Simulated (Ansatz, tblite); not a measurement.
Isomers of H2Au3⁺ (singlet), found by a short tight-binding search and relaxed with PBE-D4/def2-TZVP in Ansatz.

In the def2 sets Au takes a core potential; there is no spin–orbit coupling. The xTB rows come from tblite. LC-ωPBE has ω = 0.4 bohr⁻¹. B3LYP takes the VWN-RPA correlation.

Run but left out: HF/def2-TZVP, MP2/def2-TZVP, CCSD/def2-TZVP, CCSD(T)/def2-TZVP (B: restricted singlet, unstable towards broken spin symmetry).

B: The restricted singlet is unstable towards broken spin symmetry in Hartree–Fock (as tested in another run); at PBE-D4/def2-TZVP, r2SCAN-D4/def2-TZVP, B3LYP-D4/def2-TZVP, PBE0-D4/def2-TZVP and others this wasn't settled.

Other spin states were run for one of them alone.

A:

Cartesian coordinates in Å:
```
Au -0.1598 -0.0241 -0.1818
Au 0.7412 1.2427 2.0070
Au 2.0263 -0.8290 1.1526
H -1.5142 0.1425 -1.3488
H -1.0935 -0.5321 -1.6289
```

B:

```xyz
5

Au   -0.369   -1.242   -0.305
Au    0.151    1.118    0.457
Au   -1.855   -0.369    1.676
H     1.336    1.714   -0.417
H     0.737   -1.221   -1.412
```

C:

```xyz
5

Au    0.0415   -0.0892    0.0524
Au   -2.2601   -1.3706    0.3410
Au    2.5706    0.7007    0.0508
H    -1.4429   -0.5754   -0.8489
H     1.0909    1.3346    0.4047
```

Q: Estimate which lies lowest at each level, and how far above it the others are (kcal/mol).

A: 
```tsv
level	A	B	C
GFN1-xTB	0.0	1.8	12.7
GFN2-xTB	10.7	59.7	0.0
PBE-D4/def2-TZVP	0.9	46.4	0.0
r2SCAN-D4/def2-TZVP	0.8	49.0	0.0
B3LYP-D4/def2-TZVP	0.0	56.5	1.9
PBE0-D4/def2-TZVP	0.0	59.0	0.3
LC-ωPBE/def2-TZVP	2.8	74.0	0.0
```
Point groups (tolerance 0.1 Å): A C2v, B Cs, C not assigned. Lower isomers may exist.
